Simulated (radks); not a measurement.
Task: All-electron atom: N III in [He] 2s2 2p1. Calculated with a radial shooting solver on a logarithmic mesh with Libxc functionals: Dirac Kohn-Sham, PBE, spin-unpolarised, spherical densities, finite nucleus; open shells fill j = l - 1/2 first; Fermi nuclear charge, rms radius 2.5582 fm. Some entries of the table are withheld. Estimate them.

orbital,occ.,eigenvalue (eV),r(max) (bohr)
1s1/2,2,(1),0.1482
2s1/2,2,(2),0.9561
2p1/2,1,-37.5263,(3)
2p3/2,0,-37.4965,(4)

Result: 
(1) 1s1/2 eigenvalue (eV): -423.8433
(2) 2s1/2 eigenvalue (eV): -49.1551
(3) 2p1/2 r(max) (bohr): 0.8608
(4) 2p3/2 r(max) (bohr): 0.8615
